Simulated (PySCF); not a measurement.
**Simulated characterisation data**

[PySCF 2.14.0 with density-fitted response routines: GIAO PBE0/pcSseg-1 shieldings; coordinates at the GFN2-xTB level; non-relativistic; single conformer; isolated molecule; fast rotation and ring inversion assumed for equivalent nuclei]

Chemical shifts δ = σref − σ; ¹H (σ = 31.72 ppm) and ¹³C (σ = 186.93 ppm) against TMS, all at this level. Where no couplings were computed, multiplicities follow the n + 1 count of equivalent neighbours, and m marks all less simple cases (inequivalent or close neighbours, rings, F or P nearby). Shifts are as computed. Against solution values, carbons near 30 ppm lie about +3 ppm off and those near 130 ppm about +5 ppm. Of 1309 compounds with measured shifts, 239 miss one by over three times the rms of a fit or turn the order of signals round; such compounds aren't used in these exercises. OH and NH positions are gas-phase values without hydrogen bonding to other molecules.

Compound 1 (C7H11ClSi2). ¹H NMR (600 MHz, computed): δ 5.58 (m, 1H), 4.61 (m, 1H), 2.91 (m, 1H), 2.90 (m, 1H), 1.39 (m, 1H), 1.34 (m, 1H), 0.67 (m, 1H), 0.63 (m, 1H), 0.45 (m, 1H), 0.44 (m, 1H), 0.44 (m, 1H). ¹³C{¹H} NMR (computed): δ 87.8 (C), 83.4 (C), 10.8 (CH2), 10.7 (CH2), 8.8 (CH), 2.7 (CH), 1.4 (CH). Structure: SMILES Cl[SiH2][C@@H]1[SiH2][C@H]1C#CC1CC1.

Compound 2 (C3H11NOSi2). ¹H NMR (600 MHz, computed): δ 3.26 (s, 3H), 2.39 (s, 3H), 0.53 (s, 3H), 0.29 (br s, 2H). ¹³C{¹H} NMR (computed): δ 247.4, 39.7, 4.0. Structure: `CC(=O)[Si@](C)(N)[SiH3]`.
